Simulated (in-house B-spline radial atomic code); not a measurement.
## Ionising Xe VIII (Xe7+) with different functionals

Computed with an all-electron radial atomic-structure program (B-spline basis): four-component Dirac-Coulomb Hamiltonian, Fermi nucleus of rms radius 4.7859 fm, spin-restricted, spherical fractional occupations for the functionals. The ionisation energy is the difference of two self-consistent energies, [Kr] 4d10 5s1 → [Kr] 4d10, without Breit or QED terms; ε is the level of the shell that loses the electron (mean over j).

Hybrids are left out here: with spherical fractional occupations of an open shell their exact exchange keeps a self-interaction that integer-occupation calculations don't have.

```json
{"method": "LDA VWN5", "rung": "LDA", "ΔSCF (eV)": "107.10", "-ε(5s) (eV)": "100.30"}
{"method": "relativistic LDA", "rung": "LDA", "ΔSCF (eV)": "?", "-ε(5s) (eV)": "?"}
{"method": "LDA PW92", "rung": "LDA", "ΔSCF (eV)": "107.09", "-ε(5s) (eV)": "100.30"}
{"method": "LDA exchange-only", "rung": "LDA", "ΔSCF (eV)": "105.59", "-ε(5s) (eV)": "98.76"}
{"method": "PBE", "rung": "GGA", "ΔSCF (eV)": "106.66", "-ε(5s) (eV)": "99.70"}
{"method": "PBEsol", "rung": "GGA", "ΔSCF (eV)": "106.47", "-ε(5s) (eV)": "99.64"}
{"method": "BLYP", "rung": "GGA", "ΔSCF (eV)": "107.00", "-ε(5s) (eV)": "99.96"}
{"method": "RPBE", "rung": "GGA", "ΔSCF (eV)": "?", "-ε(5s) (eV)": "?"}
{"method": "PW91", "rung": "GGA", "ΔSCF (eV)": "106.81", "-ε(5s) (eV)": "99.81"}
{"method": "BP86", "rung": "GGA", "ΔSCF (eV)": "106.42", "-ε(5s) (eV)": "99.75"}
{"method": "AM05", "rung": "GGA", "ΔSCF (eV)": "106.39", "-ε(5s) (eV)": "99.62"}
{"method": "OLYP", "rung": "GGA", "ΔSCF (eV)": "106.52", "-ε(5s) (eV)": "99.24"}
```

What does relativistic LDA give?

ΔSCF 106.96 eV, and -ε(5s) = 100.17 eV.

What does RPBE give?

ΔSCF 106.47 eV, and -ε(5s) = 99.39 eV.

How do they compare with the NIST value?

NIST lists 105.978 eV ± 0.0025 (measured, ground level to ground level). Errors run from -0.39 to +1.12 eV; AM05 is closest (+0.41 eV), but part of that can be cancellation, since the calculations leave out Breit-QED terms, spin polarisation.
